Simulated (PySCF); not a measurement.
## H₃RuN + Br₂ → RuBr₂ + NH₃

Level: PBE0 in the def2-TZVP basis family, computed in PySCF with density fitting; scalar-relativistic core potentials for atoms from Rb on, none lighter, no spin–orbit coupling; open shells unrestricted.

```
species                                                                                                             state and structure  ZPE (kJ/mol)  H(298 K) − H(0) (kJ/mol)  S° (J/(mol K))
  H₃RuN  singlet, Cs, Ru–H 1.559 Å, Ru–H 1.629 Å (×2), Ru–N 1.571 Å; H–Ru–H 83.2° (×2), H–Ru–H 135.3°, H–Ru–N 95.9°, H–Ru–N 111.8° (×2)          64.9                      11.6           262.3
    Br₂                                                                                                     singlet, D∞h, Br–Br 2.281 Å           2.0                       9.7           244.8
  RuBr₂                                                                                                quintet, D∞h, Ru–Br 2.373 Å (×2)           3.8                      15.5           327.4
    NH₃                                                                               singlet, C3v, N–H 1.013 Å (×3); H–N–H 107.1° (×3)          90.6                      10.0           192.4
```

Question: Is the gas-phase reaction uphill or downhill in electronic energy at this level, and by how much?

Answer: At PBE0/def2-TZVP, ΔE = -417.5 kJ/mol, downhill. 

Question: Add zero-point, thermal and entropy terms for 298.15 K and 1 bar.

Answer: ΔZPE = 27.5 and Δ[H(298) − H(0)] = 4.2 kJ/mol give ΔH° = -385.8 kJ/mol. ΔS° = 12.7 J/(mol K), so ΔG° = -385.8 − 298.15 × (0.0127) = -390 kJ/mol.

Open d or f shells are single determinants, so the state found may not be the ground state. Only the bonding shown was studied: isomers, or loss of a ligand pair, can lie lower.
